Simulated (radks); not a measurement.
Values are calculated unless marked as measured or tabulated.
All-electron atom: the platinum ion Pt1.875+ in [Kr] 4d9.125 4f14 5s2 5p6 5d9 (fractional occupations, a model configuration). Code: a radial shooting solver on a logarithmic mesh with Libxc functionals. Model: Dirac Kohn-Sham, PBEsol, spin-unpolarised, spherical densities, finite nucleus; open shells are shared between the two j in proportion to 2j + 1; Fermi nuclear charge, rms radius 5.427 fm.

Normalised radial functions P(r) = r R(r) (large component), r in bohr:

r	5d5/2
0.0009903	0.0000
0.001135	0.0000
0.00131	0.0000
0.001513	0.0000
0.001748	0.0000
0.002018	0.0000
0.002331	0.0001
0.002692	0.0001
0.003109	0.0001
0.003562	0.0002
0.004114	0.0003
0.004751	0.0004
0.005487	0.0006
0.006336	0.0009
0.007318	0.0013
0.008451	0.0020
0.00976	0.0030
0.01118	0.0043
0.01291	0.0062
0.01491	0.0090
0.01722	0.0130
0.01989	0.0186
0.02297	0.0264
0.02653	0.0369
0.03064	0.0508
0.0351	0.0679
0.04054	0.0907
0.04682	0.1186
0.05407	0.1513
0.06245	0.1875
0.07212	0.2246
0.08329	0.2581
0.09619	0.2815
0.1102	0.2874
0.1273	0.2685
0.147	0.2168
0.1697	0.1293
0.196	0.0097
0.2264	-0.1296
0.2615	-0.2671
0.302	-0.3754
0.346	-0.4256
0.3995	-0.4038
0.4614	-0.2977
0.5329	-0.1167
0.6154	0.1147
0.7107	0.3618
0.8208	0.5878
0.9479	0.7612
1.086	0.8587
1.254	0.8874
1.449	0.8476
1.673	0.7561
1.932	0.6328
2.231	0.4966
2.577	0.3640
2.976	0.2477
3.409	0.1598
3.938	0.0918
4.547	0.0472
5.252	0.0214

5d5/2: eigenvalue -24.974 eV, 2 radial nodes at r = 0.198, 0.575 bohr, <r> = 1.54 bohr, 90 % of the charge inside 2.37 bohr.
